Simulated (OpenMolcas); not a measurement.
# Ti3+, Zr3+, Hf3+: d down the group

```yaml
Program: OpenMolcas
Method: CASSCF
Basis: ANO-RCC-VTZP
Scalar_Hamiltonian: DKH2, point nucleus
Spin-orbit_coupling: state interaction with AMFI integrals over the reference wave functions, term energies averaged over their components
```

Active space for each ion: 1 electron in 10 orbitals (d d).

Computed levels in cm-1 above ²D_3/2:

```tsv
Level	Ti3+	Zr3+	Hf3+
²D_5/2	373	1226	4908
weight of ²D in the lowest level (%)	100	100	100
```

Measured, with the error of the calculation in %. Measured levels: Ti3+ from Corliss and Sugar, J. Phys. Chem. Ref. Data 8, 1 (1979); Zr3+ from the list in Rauch et al., Astron. Astrophys. 599, A142 (2017).

| Level | Ti3+ | Zr3+ |
| --- | --- | --- |
| ²D_5/2 | 382 (-2.3) | 1251 (-2.0) |

The fine-structure level ²D_5/2 changes by a factor of 13.2 from Ti3+ to Hf3+.

With one active electron the reference holds no correlation, so core polarisation is missing. With one active electron outside closed inactive shells, the extra shells (4d) add no correlation to the reference (holds for Ti3+). With one active electron outside closed inactive shells, the extra shells (5d) add no correlation to the reference (holds for Zr3+). With one active electron outside closed inactive shells, the extra shells (6d) add no correlation to the reference (holds for Hf3+). Computed and measured levels are paired by configuration, term and J; levels that our copy of the source lacks, or whose pairing is in doubt (as where it misses far off the trend of its configuration), stay unpaired and out of the deviations. Only configurations of the active space appear.
